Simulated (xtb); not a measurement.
C₅H₁₃AlO, charge -1, doublet, from a rough starting geometry (GFN-xTB shapes and energies of metal compounds can be far from the true ones) (a state made from the parent by changing its charge; the spin is typed, not shown lowest); GFN2-xTB run with xtb 6.7.1.

xtb was given this input:
```
$ xtb mol.xyz --gfn 2 --chrg -1 --uhf 1 --opt vtight --json

# file mol.xyz
20

Al     0.00315974     0.50895736     1.33483713
C     -0.80470784    -0.60633278     2.84384974
H     -1.00790231    -1.59706450     2.49180763
H     -1.74060713    -0.17823169     3.20564913
H     -0.13003331    -0.68371244     3.68211593
C      0.26275344     2.45005305     1.54014650
H      1.21326014     2.78391958     0.98526919
H      0.37895175     2.78601571     2.60842944
H     -0.58416444     3.00014845     1.18832732
O      0.34936779    -0.22654410    -0.08577020
C      0.61507974    -0.76128541    -1.29142920
C      0.59754766     0.29410808    -2.49380710
C     -0.42545450    -1.87116015    -1.66653029
H      1.55178821    -1.21985129    -1.24305177
H     -0.44248989     0.77843903    -2.45841850
H      0.82372444    -0.09546562    -3.36515961
H      1.25998476     1.11338678    -2.18909554
H     -0.35390283    -2.58348286    -0.80078910
H     -1.40785777    -1.46868261    -1.65197581
H     -0.16186702    -2.41416588    -2.59369391
```

What the program printed (banner, timings and long lists left out):

```
   ID    Z sym.   atoms
    1   13 Al     1
    2    6 C      2, 6, 11-13
    3    1 H      3-5, 7-9, 14-20
    4    8 O      10

           -------------------------------------------------
          |                Calculation Setup                |
           -------------------------------------------------

           -------------------------------------------------
          |                 G F N 2 - x T B                 |
           -------------------------------------------------

          ...................................................
          :                      SETUP                      :
          :.................................................:
          :  # basis functions                  47          :
          :  # atomic orbitals                  46          :
          :  # shells                           28          :
          :  # electrons                        43          :
          :  max. iterations                   250          :
          :  Hamiltonian                  GFN2-xTB          :
          :  restarted?                      false          :
          :  GBSA solvation                  false          :
          :  PC potential                    false          :
          :  electronic temp.          300.0000000     K    :
          :  accuracy                    1.0000000          :
          :  -> integral cutoff          0.2500000E+02      :
          :  -> integral neglect         0.1000000E-07      :
          :  -> SCF convergence          0.1000000E-05 Eh   :
          :  -> wf. convergence          0.1000000E-03 e    :
          :  Broyden damping             0.4000000          :
          :  net charge                         -1          :
          :  unpaired electrons                  1          :
          ...................................................

 iter      E             dE          RMSdq      gap      omega  full diag
   1    -22.7591712 -0.227592E+02  0.658E+00    0.83       0.0  T
   2    -22.8304207 -0.712495E-01  0.719E+00    1.66       1.0  T
   3    -22.8937004 -0.632798E-01  0.500E+00    1.53       1.0  T
   4    -22.8775830  0.161174E-01  0.308E+00    1.99       1.0  T
   5    -22.9002887 -0.227057E-01  0.576E-01    2.27       1.0  T
   6    -22.9010399 -0.751105E-03  0.272E-01    2.21       1.0  T
   7    -22.9011162 -0.763788E-04  0.670E-02    2.19       1.0  T
   8    -22.9011194 -0.319285E-05  0.175E-02    2.18       1.3  T
   9    -22.9011199 -0.469986E-06  0.113E-02    2.18       2.0  T
  10    -22.9011201 -0.160670E-06  0.302E-03    2.18       7.4  T
  11    -22.9011201 -0.174806E-07  0.214E-03    2.18      10.4  T
  12    -22.9011201 -0.588093E-08  0.831E-04    2.18      26.9  T
  13    -22.9011201 -0.717264E-09  0.165E-04    2.18     135.2  T

   *** convergence criteria satisfied after 13 iterations ***

         :::::::::::::::::::::::::::::::::::::::::::::::::::::
         ::                     SUMMARY                     ::
         :::::::::::::::::::::::::::::::::::::::::::::::::::::
         :: total energy             -22.597079289115 Eh    ::
         :: gradient norm              0.195344974979 Eh/a0 ::
         :: HOMO-LUMO gap              2.183524471225 eV    ::
         ::.................................................::
         :: SCC energy               -22.901058503502 Eh    ::
         :: -> isotropic ES            0.145468988189 Eh    ::
         :: -> anisotropic ES          0.017944873953 Eh    ::
         :: -> anisotropic XC          0.003318137366 Eh    ::
         :: -> dispersion             -0.012062432798 Eh    ::
         :: repulsion energy           0.303979214387 Eh    ::
         :: add. restraining           0.000000000000 Eh    ::
         :: total charge              -1.000000000000 e     ::
         :::::::::::::::::::::::::::::::::::::::::::::::::::::

      -----------------------------------------------------------
[...]
 * total energy  :   -22.6346856 Eh     change       -0.3770227E-05 Eh
 * total energy  :   -22.6346890 Eh     change       -0.3327000E-05 Eh
 * total energy  :   -22.6346908 Eh     change       -0.1791757E-05 Eh
 * total energy  :   -22.6346916 Eh     change       -0.7984786E-06 Eh
 * total energy  :   -22.6346919 Eh     change       -0.3076346E-06 Eh
 * total energy  :   -22.6346923 Eh     change       -0.4152106E-06 Eh
 * total energy  :   -22.6346926 Eh     change       -0.3156401E-06 Eh
 * total energy  :   -22.6346928 Eh     change       -0.2194424E-06 Eh
 * total energy  :   -22.6346930 Eh     change       -0.1383359E-06 Eh
 * total energy  :   -22.6346931 Eh     change       -0.1044051E-06 Eh
 * total energy  :   -22.6346932 Eh     change       -0.1010898E-06 Eh
 * total energy  :   -22.6346932 Eh     change       -0.8498164E-07 Eh
   *** GEOMETRY OPTIMIZATION CONVERGED AFTER 51 ITERATIONS ***
         :: total energy             -22.634693244846 Eh    ::
[...]

     #   Z          covCN         q      C6AA      α(0)
     1  13 Al       2.346     0.063   112.115    22.408
     2   6 C        3.573    -0.185    25.034     7.275
     3   1 H        0.923    -0.058     4.285     3.237
     4   1 H        0.923    -0.042     3.907     3.091
     5   1 H        0.923    -0.061     4.361     3.266
     6   6 C        3.573    -0.185    25.034     7.276
     7   1 H        0.923    -0.058     4.285     3.237
     8   1 H        0.923    -0.061     4.360     3.265
     9   1 H        0.923    -0.042     3.913     3.093
    10   8 O        1.588    -0.414    21.164     6.208
    11   6 C        3.728     0.144    18.357     6.117
    12   6 C        3.752    -0.103    22.535     6.770
    13   6 C        3.752    -0.103    22.535     6.770
    14   1 H        0.921    -0.030     3.625     2.978
    15   1 H        0.925     0.040     2.452     2.449
    16   1 H        0.924    -0.001     3.077     2.743
    17   1 H        0.925     0.028     2.611     2.527
    18   1 H        0.925     0.029     2.596     2.520
    19   1 H        0.925     0.040     2.452     2.449
    20   1 H        0.924    -0.001     3.082     2.745

 Mol. C6AA /au·bohr⁶  :       3887.307991
 Mol. C8AA /au·bohr⁸  :     109282.088441
 Mol. α(0) /au        :        100.423125

Wiberg/Mayer (AO) data.
largest (>0.10) Wiberg bond orders for each atom

 ---------------------------------------------------------------------------
     #   Z sym  total        # sym  WBO       # sym  WBO       # sym  WBO
 ---------------------------------------------------------------------------
     1  13 Al   3.029 --    10 O    1.087     2 C    0.841     6 C    0.841
     2   6 C    3.783 --     5 H    0.969     3 H    0.962     4 H    0.955
                             1 Al   0.841
     3   1 H    0.997 --     2 C    0.962
     4   1 H    0.998 --     2 C    0.955
     5   1 H    0.996 --     2 C    0.969
     6   6 C    3.783 --     8 H    0.969     7 H    0.962     9 H    0.955
                             1 Al   0.841
     7   1 H    0.997 --     6 C    0.962
     8   1 H    0.996 --     6 C    0.969
     9   1 H    0.998 --     6 C    0.955
    10   8 O    2.209 --     1 Al   1.087    11 C    1.022
    11   6 C    3.982 --    10 O    1.022    13 C    0.987    12 C    0.987
                            14 H    0.956
    12   6 C    3.996 --    17 H    0.988    16 H    0.988    11 C    0.987
                            15 H    0.987
    13   6 C    3.996 --    18 H    0.988    20 H    0.988    11 C    0.987
                            19 H    0.986
    14   1 H    0.999 --    11 C    0.956
    15   1 H    0.998 --    12 C    0.987
    16   1 H    1.000 --    12 C    0.988
    17   1 H    0.999 --    12 C    0.988
    18   1 H    0.999 --    13 C    0.988
    19   1 H    0.998 --    13 C    0.986
    20   1 H    1.000 --    13 C    0.988
 ---------------------------------------------------------------------------

Topologies differ in total number of bonds
Writing topology from bond orders to xtbtopo.mol

molecular dipole:
                 x           y           z       tot (Debye)
 q only:       -0.225      -0.873      -2.490
   full:       -0.772      -0.714      -2.602       7.133
molecular quadrupole (traceless):
                xx          xy          yy          xz          yz          zz
 q only:        8.937      -1.765      -1.206       3.992      -4.314      -7.730
  q+dip:        6.868      -1.943       1.369      -0.425      -3.777      -8.237
   full:        5.245      -1.322       1.612      -0.694      -3.246      -6.856

optimized geometry written to: xtbopt.xyz

           -------------------------------------------------
          | TOTAL ENERGY              -22.634693244846 Eh   |
          | GRADIENT NORM               0.000025727085 Eh/α |
          | HOMO-LUMO GAP               3.640768226507 eV   |
           -------------------------------------------------

normal termination of xtb
```
